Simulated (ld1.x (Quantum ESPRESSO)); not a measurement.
## What the settings do to the TM potential of Ne (Z = 10)

Base potential:

ld1.x (Quantum ESPRESSO) 7.5 input, shortened:

```
&input
   title='Ne', zed=10., rel=1, dft='PBE', iswitch=3,
   config='[Ne] 3d-2'
 /
 &inputp
   pseudotype=2, tm=.true., lloc=-1, rcloc=0.50,
   nlcc=.true., new_core_ps=.true.
 /
3
2S  1  0   2.00   0.00  0.50  0.50  0.0
2P  2  1   6.00   0.00  0.80  0.80  0.0
3D  3  2  -2.00   0.45  0.80  0.80  0.0
 &test
   configts(1)='2s2 2p6'
 /
```

All-electron outer shells of the reference configuration (PBE, scalar-relativistic, ld1.x):

| shell | level (eV) | outermost node (bohr) | outermost maximum (bohr) |
| --- | --- | --- | --- |
| 1s | -830.80 | – | 0.10 |
| 2s | -36.40 | 0.22 | 0.68 |
| 2p | -13.33 | – | 0.62 |

Cutoffs, loose and tight: the cutoffs (Ry, on a coarse ladder) from which the occupation-weighted sum of valence levels, in a spherical-Bessel basis at the reference potential, stays within 10 and 1 mRy of its value at 400 Ry. They do not see the model core or the augmentation charge, which bear on the density cutoff. Test errors are all-electron minus pseudo excitation energies from the reference, over the configurations 2s2 2p5; 2s2 2p4; 2s2 2p3; 2s1 2p6; 2s2 2p2; 2s2 2p5.5. A dash means not determined; rows that change the core or the reference have their own tests.

Cutoffs are not given where the Bessel-basis levels miss the radial ones by over 6 mRy, ghosts where they miss by over 20 mRy; a channel whose overlap is not positive is not tested.

```csv
change,outcome,"cutoff, loose","cutoff, tight",bound ghosts,largest test error (meV)
base,generated,300 Ry,over 300 Ry,none,+281
"all radii but the core radius scaled by about 0.75 (s 0.38, p 0.60, d 0.60 bohr); local potential all-electron potential smoothed inside 0.38 bohr (lloc = -1)",generated,–,–,not determined,+195
"all radii but the core radius scaled by about 0.85 (s 0.42, p 0.68, d 0.68 bohr); local potential all-electron potential smoothed inside 0.42 bohr (lloc = -1)",generated,–,–,none,+215
"all radii but the core radius scaled by about 0.90 (s 0.44, p 0.72, d 0.72 bohr); local potential all-electron potential smoothed inside 0.44 bohr (lloc = -1)",generated,–,–,none,+228
"all radii but the core radius scaled by about 1.05 (s 0.52, p 0.84, d 0.84 bohr); local potential all-electron potential smoothed inside 0.52 bohr (lloc = -1)",generated,260 Ry,over 300 Ry,none,+333
"all radii but the core radius scaled by about 1.20 (s 0.60, p 0.96, d 0.96 bohr); local potential all-electron potential smoothed inside 0.60 bohr (lloc = -1)",generated,230 Ry,over 300 Ry,none,+555
"all radii but the core radius scaled by about 1.32 (s 0.66, p 1.06, d 1.06 bohr); local potential all-electron potential smoothed inside 0.66 bohr (lloc = -1)",generated,200 Ry,300 Ry,none,+873
"all radii but the core radius scaled by about 1.37 (s 0.68, p 1.10, d 1.10 bohr); local potential all-electron potential smoothed inside 0.68 bohr (lloc = -1)",generated,200 Ry,300 Ry,none,+1093
```

Task: What comes out with this change to the base: all radii but the core radius scaled by about 1.15 (s 0.58, p 0.92, d 0.92 bohr); local potential all-electron potential smoothed inside 0.58 bohr (lloc = -1)?

Result: outcome: generated; cutoff, loose: 230 Ry; cutoff, tight: over 300 Ry; bound ghosts: none; largest test error (meV): +499.

Reading the sweep of the scale of all radii but the core radius (base = 1) (base included, trends over the rows without a ghost): The loose cutoff falls from 300 Ry at 1 to 200 Ry at 1.37. A larger radius leaves more room for a smooth pseudo-wave, so fewer plane waves are needed; a smaller one forces it to follow the all-electron wave where it bends sharply. The median size of the test errors (rows with all tests solved) is not monotonic: lowest 9.6 meV at 1, highest 45.3 meV at 1.37.
